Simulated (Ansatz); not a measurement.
CoO6H12⁺, that is [Co(H2O)6]2+ with one electron more. The state is a triplet with charge 1. Geometry r2SCAN-D4/def2-SVP, that of the charge +2 quartet; atoms count from 1.

Cartesian coordinates in Å:
```
Co 0.000 -0.001 -0.002
O -0.297 -0.172 -2.059
H -1.152 -0.091 -2.510
H 0.379 -0.209 -2.756
O 0.297 0.172 2.057
H 1.152 0.087 2.508
H -0.379 0.203 2.753
O 0.307 -2.063 0.012
H 0.085 -2.665 -0.716
H 0.570 -2.622 0.761
O -0.306 2.062 -0.010
H -0.568 2.629 -0.753
H -0.087 2.656 0.726
O -2.066 -0.196 0.206
H -2.594 -1.010 0.205
H -2.672 0.525 0.442
O 2.066 0.198 -0.209
H 2.587 1.016 -0.212
H 2.677 -0.518 -0.444
```

Question: Estimate the Mulliken populations from the PBE0/def2-TZVP orbitals of Ansatz.

Answer: 
```json
{"atom": "Co1", "charge (e)": "0.53", "spin (α − β)": "1.91", "d electrons": "8.08"}
{"atom": "O2", "charge (e)": "-0.62", "spin (α − β)": "0.00", "d electrons": "–"}
{"atom": "H3", "charge (e)": "0.35", "spin (α − β)": "0.01", "d electrons": "–"}
{"atom": "H4", "charge (e)": "0.35", "spin (α − β)": "0.01", "d electrons": "–"}
{"atom": "O5", "charge (e)": "-0.62", "spin (α − β)": "0.00", "d electrons": "–"}
{"atom": "H6", "charge (e)": "0.35", "spin (α − β)": "0.01", "d electrons": "–"}
{"atom": "H7", "charge (e)": "0.35", "spin (α − β)": "0.01", "d electrons": "–"}
{"atom": "O8", "charge (e)": "-0.62", "spin (α − β)": "0.00", "d electrons": "–"}
{"atom": "H9", "charge (e)": "0.35", "spin (α − β)": "0.01", "d electrons": "–"}
{"atom": "H10", "charge (e)": "0.35", "spin (α − β)": "0.01", "d electrons": "–"}
{"atom": "O11", "charge (e)": "-0.62", "spin (α − β)": "0.00", "d electrons": "–"}
{"atom": "H12", "charge (e)": "0.35", "spin (α − β)": "0.01", "d electrons": "–"}
{"atom": "H13", "charge (e)": "0.35", "spin (α − β)": "0.01", "d electrons": "–"}
{"atom": "O14", "charge (e)": "-0.62", "spin (α − β)": "0.00", "d electrons": "–"}
{"atom": "H15", "charge (e)": "0.35", "spin (α − β)": "0.01", "d electrons": "–"}
{"atom": "H16", "charge (e)": "0.35", "spin (α − β)": "0.01", "d electrons": "–"}
{"atom": "O17", "charge (e)": "-0.62", "spin (α − β)": "0.00", "d electrons": "–"}
{"atom": "H18", "charge (e)": "0.35", "spin (α − β)": "0.01", "d electrons": "–"}
{"atom": "H19", "charge (e)": "0.35", "spin (α − β)": "0.01", "d electrons": "–"}
```
Mulliken values depend strongly on the basis.

Question: Where does the spin sit?

Answer: Summed by element: Co 1.91, O 0.02, H 0.08, of 2 unpaired in all. Largest on single atoms: Co1 1.91, H12 0.01, H10 0.01.
